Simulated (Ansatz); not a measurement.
Problem. Predict a relaxed structure of `C[Si](C)(C)C#Cc1ccc(-c2ccc(-c3ccc(C#C[Si](C)(C)C)[se]3)[se]2)[se]1`, charge 0, singlet, at PBE-D4/def2-SVP (Ansatz).

Solution. 
```xyz
51

C     0.8631  -10.1301    1.7787
Si    1.9923   -9.3920    0.4537
C     1.7098  -10.2486   -1.2075
C     3.8033   -9.5382    0.9774
C     1.5791   -7.6010    0.2604
C     1.3013   -6.4000    0.1277
C     0.9954   -5.0368    0.0082
C     0.5218   -4.3319   -1.1000
C     0.3092   -2.9482   -0.9010
C     0.5983   -2.4569    0.3742
C     0.4824   -1.1128    0.8649
C     0.7664   -0.6110    2.1358
C     0.5512    0.7732    2.3239
C     0.0797    1.4745    1.2121
C    -0.2239    2.8784    1.1186
C    -0.1019    3.8433    2.1233
C    -0.4705    5.1603    1.7668
C    -0.9116    5.3353    0.4531
C    -1.3405    6.5042   -0.1910
C    -1.7229    7.5273   -0.7776
Si   -2.2925    9.0538   -1.6499
C    -4.0933    8.8135   -2.1749
C    -2.1374   10.5123   -0.4559
C    -1.1995    9.3220   -3.1699
Se   -0.8766    3.6737   -0.4687
Se   -0.1291    0.2929   -0.2538
Se    1.2178   -3.8615    1.4856
H    -0.2035  -10.0347    1.4911
H     1.0025   -9.6147    2.7506
H     1.0870  -11.2075    1.9248
H     1.9471  -11.3303   -1.1315
H     0.6543  -10.1495   -1.5323
H     2.3540   -9.8090   -1.9957
H     3.9824   -9.0151    1.9386
H     4.4749   -9.0932    0.2156
H     4.0857  -10.6039    1.1074
H     0.3328   -4.8395   -2.0561
H    -0.0629   -2.2903   -1.7014
H     1.1365   -1.2626    2.9422
H     0.7412    1.2719    3.2848
H     0.2608    3.5874    3.1289
H    -0.4209    6.0090    2.4633
H    -4.7426    8.6356   -1.2939
H    -4.4683    9.7141   -2.7050
H    -4.1963    7.9449   -2.8568
H    -1.0866   10.6490   -0.1290
H    -2.7602   10.3537    0.4480
H    -2.4718   11.4515   -0.9448
H    -1.5148   10.2328   -3.7210
H    -0.1371    9.4452   -2.8776
H    -1.2657    8.4595   -3.8641
```
 This is one stationary point.

Single mean-field runs in def2-SVP are fitted with def2-universal-jkfit.
